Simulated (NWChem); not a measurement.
System: TiIF$_{3}$; SMILES [F][Ti]([F])([I])[F]

NWChem input:

```
start job
memory heap 200 mb stack 900 mb global 1100 mb
geometry units angstroms noautoz
  Ti     0.000000     0.000000     1.138027
  F     -1.580786     0.420182     1.727952
  F      1.154281     1.158909     1.727952
  F      0.426504    -1.579092     1.727952
  I      0.000000     0.000000    -1.437691
end
basis spherical
  * library def2-svp
end
ecp
  I library def2-ecp
end
dft
  xc b3pw91
  iterations 150
  mulliken
end
task dft energy
```

All runs use the structure optimised with PBE-D3(BJ)/def2-SVP. def2 effective core potentials on I; no spin-orbit coupling.

Predict the main results of this run. (B3PW91/def2-SVP with def2 effective core potentials on I.) Quantities: energy (Ha); highest occupied level (eV); orbital gap (eV); dipole (D).

The energy (Ha) is -1446.61 and the highest occupied level (eV) is -8.25. The orbital gap (eV) is 4.47 and the dipole (D) is 0.44.
